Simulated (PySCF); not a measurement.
**Fractional electron number in Nb²⁺ (niobium, charge +2)**

The 4d alpha orbital of [Kr] 4d3 is emptied in steps (occupation f), with all orbitals relaxed, ending at [Kr] 4d2. Computed with PySCF 2.14 in x2c-TZVPall (8s6p6d1f, 63 functions), with the spin-free X2C one-electron Hamiltonian (Gaussian nucleus). The exact energy is a straight line in f; departures are measured from the line between the end points of the same method.

```json
{"f": "1", "BHandHLYP (eV)": "0.000", "wB97X (eV)": "0.000", "M06-2X (eV)": "0.000"}
{"f": "0.75", "BHandHLYP (eV)": "-0.460", "wB97X (eV)": "-0.263", "M06-2X (eV)": "-0.461"}
{"f": "0.5", "BHandHLYP (eV)": "-0.616", "wB97X (eV)": "-0.349", "M06-2X (eV)": "-0.618"}
{"f": "0.25", "BHandHLYP (eV)": "-0.464", "wB97X (eV)": "-0.260", "M06-2X (eV)": "-0.466"}
{"f": "0", "BHandHLYP (eV)": "0.000", "wB97X (eV)": "0.000", "M06-2X (eV)": "0.000"}
```

**Question.** For M06-2X, how does the orbital energy at f = 1 compare with the removal energy?

**Answer.** −ε = 22.828 eV against a total-energy difference of 25.274 eV. By Janak's theorem ε = ∂E/∂f, so the gap between them reflects the curvature. Along the path −ε is 24.034 (f = 0.75), 25.263 (f = 0.5), 26.500 (f = 0.25) eV.

```
   method  E(f=0) − E(f=1) (eV)  −ε at f=1 (eV)  −ε at f=0.5 (eV)
BHandHLYP                25.349          22.906            25.339
    wB97X                25.216          23.818            25.224
   M06-2X                25.274          22.828            25.263
```

Reference removal energy between the ground levels: 25.04 eV (semi-empirical (NIST evaluation); NIST Atomic Spectra Database, ionization energies). The calculation has no spin-orbit coupling. The determinant left behind need not be the lowest term of the ion.
